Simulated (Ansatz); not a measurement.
Reaction (substitution at a C–Si bond): `N#C[Si](F)(F)C#N` + `[OH][GaH2]` → `N#C[O][GaH2]` + `N#C[SiH](F)F`

Gas-phase electronic energies from Ansatz, PBE0-D4/def2-TZVP geometries. CCSD(T)/CBS is the MP2 limit (def2-TZVPP, def2-QZVPP) plus CCSD(T) − MP2 in def2-TZVPP, frozen cores. This one scheme is used for every species. Functionals use def2-TZVPP. For Ga outer-core shells are correlated without core-valence functions, which leaves a few kJ/mol of doubt a bond. Scalar relativity is left out up to krypton.

`N#C[Si](F)(F)C#N`:

Cartesian coordinates in Å:
```
N 0.937 -1.064 -2.297
C 0.725 -0.619 -1.257
Si 0.363 0.089 0.383
F 1.172 1.415 0.560
F 0.767 -0.942 1.487
C -1.418 0.450 0.525
N -2.545 0.671 0.598
```

`[OH][GaH2]`:

```xyz
5

O    -1.188   -0.355    0.299
Ga    0.398    0.166   -0.342
H    -1.189   -0.538    1.241
H     1.587    0.266    0.671
H     0.392    0.461   -1.869
```

`N#C[O][GaH2]`:

Cartesian coordinates in Å:
```
N 2.550 0.004 0.543
C 1.476 0.394 0.358
O 0.305 0.847 0.160
Ga -1.145 -0.214 -0.268
H -0.795 -1.718 -0.363
H -2.390 0.686 -0.431
```

`N#C[SiH](F)F`:

```xyz
6

N     0.814    0.245   -2.278
C     0.434    0.143   -1.197
Si   -0.201   -0.094    0.512
F    -1.216    1.072    0.804
F     1.023    0.030    1.493
H    -0.855   -1.396    0.666
```

```csv
level,ΔE (kcal/mol)
ωB97M-V,15.8
MP2/def2-QZVPP,19.1
```

(1) What does CCSD(T)/CBS give? (Estimate.)

Largest T1 diagnostic among the species: 0.015.

Results:

(1) Ansatz gave: +18.4 kcal/mol. The listed levels differ from it by -2.6, 0.7 kcal/mol.

In def2-TZVPP, CCSD(T) changes the Hartree–Fock value by +5.8 kcal/mol (the triples alone add +0.4 kcal/mol) and MP2 by +6.9 kcal/mol. Leaving LDA and LC-ωPBE aside and taking each functional with its dispersion term where it has one, the values, not all of them listed here, spread over 3.0 kcal/mol, from HSE06-D4 to ωB97M-V. LDA lies −1.6 kcal/mol from PBE without D4.
